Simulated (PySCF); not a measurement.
Species: C₂H₁₀OSi₃.
Numbering: `[CH3:1][C:2](=[O:3])[SiH:4]([SiH3:5])[SiH3:6]` (hydrogens: H7, H8, H9 on C1; H10 on Si4; H11, H12, H13 on Si5; H14, H15, H16 on Si6)

Computed with PBE0-D3(BJ)/def2-SVP geometry optimisation, gas phase (PySCF).

**Question.** What internal coordinates does the optimisation give?

**Answer.** 
| bond | length (Å) |
| --- | --- |
| C1–C2 | 1.503 |
| C2=O3 | 1.210 |
| C2–Si4 | 1.951 |
| Si4–Si5, Si4–Si6 | 2.342 |
| C1–H7, C1–H8, C1–H9 | 1.101 |
| Si4–H10 | 1.500 |
| Si5–H11 and 5 like bonds | 1.495 |

Bonds in one row agree within 0.01 Å and their mean is given. A selection of angles:
| angle | degrees |
| --- | --- |
| C2–C1–H7 | 109.8 |
| H7–C1–H8 | 110.2 |
| H7–C1–H9 | 106.6 |
| C1–C2–O3 | 122.7 |
| C1–C2–Si4 | 120.5 |
| O3–C2–Si4 | 116.9 |
| C2–Si4–Si5 | 105.8 |
| C2–Si4–H10 | 112.2 |
| Si5–Si4–Si6 | 110.4 |
| Si5–Si4–H10 | 111.2 |
| Si4–Si5–H11 | 110.4 |
| H11–Si5–H12 | 109.3 |

Torsions: C1–C2–Si4–Si5 -122° (anticlinal).

Si5 (SiH3 silicon) is tetrahedral (angles from 108.8° to 110.4°). Si4 (SiH silicon) is distorted tetrahedral (angles from 105.8° to 112.2°).

Point group: Cs (tolerance 0.08 Å). PBE0-D3(BJ)/def2-SVP frequencies: not computed here. The numbers are those of one conformer.
